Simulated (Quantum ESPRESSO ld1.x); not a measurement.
Results of a calculation; reference values are marked as such.
How relativity changes the ionisation of the praseodymium ion Pr3+ ([Xe] 4f2) to Pr4+ ([Xe] 4f1). Spin-unpolarised spherical Kohn-Sham, PW91, point nucleus, ld1.x of Quantum ESPRESSO 7.5. A level marked "c x" has the speed of light scaled by that factor and shares open shells by 2j + 1; other Dirac levels either fill j = l - 1/2 first or share by 2j + 1.

level               E(Pr3+) (hartree)  E(Pr4+) (hartree)  IE (eV)   HOMO  <r> HOMO (bohr)
non-rel.                    -8923.257          -8921.680   42.934     4f           0.9627
scalar-rel.                 -9237.090          -9235.652   39.116     4f            1.013
Dirac, 2j+1 shares           -9242.38           -9240.94   39.042  4f7/2            1.017
Dirac, low j first           -9242.39           -9240.95   39.242  4f5/2            1.009
Dirac, c x 0.75              -9540.64           -9539.32   36.041  4f7/2            1.071
Dirac, c x 10                -8926.17           -8924.59   42.895  4f7/2           0.9632
Dirac, c x 100               -8923.29           -8921.71   42.933  4f7/2           0.9627

NIST Atomic Spectra Database: 38.98 eV (semi-empirical). The relativistic part of the total energy of Pr3+ is -319.1 hartree (Dirac, low j first), 3.6 % of the non-relativistic value. Spin polarisation and multiplet splitting of open shells are left out at every level.

Beside tabulated values, note that relativity, absent from the non-relativistic runs, is large for the heavy elements, and spin-unpolarised runs miss the spin-polarisation part of the exchange energy of open shells.
